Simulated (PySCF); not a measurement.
**SMILES C=C[C@@H]1C=CC[C@H]1C=C, C$_{9}$H$_{12}$**

Molfile (atoms numbered from 1):
```
C9H12
     RDKit          3D

 21 21  0  0  0  0  0  0  0  0999 V2000
    2.7116    0.9825    0.1214 C   0  0  0  0  0  0  0  0  0  0  0  0
    1.8497    0.1705   -0.4614 C   0  0  0  0  0  0  0  0  0  0  0  0
    0.6500   -0.4150    0.2115 C   0  0  2  0  0  0  0  0  0  0  0  0
    0.5892   -1.9153    0.0991 C   0  0  0  0  0  0  0  0  0  0  0  0
   -0.5945   -2.3440   -0.2992 C   0  0  0  0  0  0  0  0  0  0  0  0
   -1.5574   -1.2197   -0.5279 C   0  0  0  0  0  0  0  0  0  0  0  0
   -0.6765    0.0467   -0.4607 C   0  0  1  0  0  0  0  0  0  0  0  0
   -1.3152    1.1661    0.2901 C   0  0  0  0  0  0  0  0  0  0  0  0
   -1.4654    2.3924   -0.1748 C   0  0  0  0  0  0  0  0  0  0  0  0
    3.5605    1.3886   -0.4022 H   0  0  0  0  0  0  0  0  0  0  0  0
    2.6019    1.2771    1.1526 H   0  0  0  0  0  0  0  0  0  0  0  0
    1.9771   -0.1129   -1.4987 H   0  0  0  0  0  0  0  0  0  0  0  0
    0.6606   -0.1268    1.2698 H   0  0  0  0  0  0  0  0  0  0  0  0
    1.4434   -2.5223    0.3463 H   0  0  0  0  0  0  0  0  0  0  0  0
   -0.8891   -3.3712   -0.4337 H   0  0  0  0  0  0  0  0  0  0  0  0
   -2.0752   -1.3058   -1.4844 H   0  0  0  0  0  0  0  0  0  0  0  0
   -2.3192   -1.2124    0.2576 H   0  0  0  0  0  0  0  0  0  0  0  0
   -0.4485    0.3804   -1.4768 H   0  0  0  0  0  0  0  0  0  0  0  0
   -1.6545    0.9162    1.2881 H   0  0  0  0  0  0  0  0  0  0  0  0
   -1.9252    3.1732    0.4069 H   0  0  0  0  0  0  0  0  0  0  0  0
   -1.1324    2.6686   -1.1620 H   0  0  0  0  0  0  0  0  0  0  0  0
  1  2  2  0
  2  3  1  0
  3  4  1  0
  4  5  2  0
  5  6  1  0
  6  7  1  0
  7  8  1  0
  8  9  2  0
  7  3  1  0
  1 10  1  0
  1 11  1  0
  2 12  1  0
  3 13  1  1
  4 14  1  0
  5 15  1  0
  6 16  1  0
  6 17  1  0
  7 18  1  6
  8 19  1  0
  9 20  1  0
  9 21  1  0
M  END
```

Computed, not measured: PySCF 2.14.0, GIAO B3LYP/pcSseg-1 magnetisability, rotational g tensor and spin-rotation constants, non-relativistic, gas phase. Geometry: GFN2-xTB.

**Question.** Give the nuclear spin-rotation constants along the inertial axes (H = +C I·J) beside the isotropic shieldings.

**Answer.** Rotational constants 1.7409, 1.7347, 0.9389 GHz. A star marks the isotopologue with that one atom substituted, in its own axes.
```
atom  isotope  Caa (kHz)  Cbb (kHz)  Ccc (kHz)  mean (kHz)  σ (ppm)
 H10       1H     -0.073     -0.073     -0.042      -0.063     26.7
 H11       1H     -0.171     -0.170      0.063      -0.092     26.7
 H12       1H     -0.175     -0.175      0.079      -0.091     26.1
 H13       1H     -0.178     -0.178      0.036      -0.106     28.8
 H14       1H     -0.007     -0.007     -0.107      -0.040     26.2
 H15       1H     -0.002     -0.002     -0.110      -0.038     26.0
 H16       1H     -0.148     -0.147     -0.001      -0.099     29.1
 H17       1H     -0.125     -0.125     -0.031      -0.094     29.4
 H18       1H     -0.183     -0.182      0.031      -0.111     29.5
 H19       1H     -0.171     -0.171      0.077      -0.088     25.9
 H20       1H     -0.070     -0.070     -0.046      -0.062     26.7
 H21       1H     -0.170     -0.169      0.062      -0.092     26.7
  C1     13C*      0.572      0.296      0.386       0.418     61.7
  C2     13C*      0.620      0.377      0.457       0.485     30.1
  C3     13C*      0.379      0.378      0.221       0.326    115.7
  C4     13C*      0.868      0.555      0.185       0.536     39.8
  C5     13C*      0.773      0.633      0.175       0.527     43.5
  C6     13C*      0.329      0.290      0.208       0.276    135.4
  C7     13C*      0.353      0.352      0.208       0.304    125.2
  C8     13C*      0.608      0.396      0.455       0.486     29.5
  C9     13C*      0.571      0.301      0.382       0.418     62.0
```
Where two moments of inertia are equal or nearly so, the constants along those axes are given as their average.
For the geometry as given, no vibrational averaging.
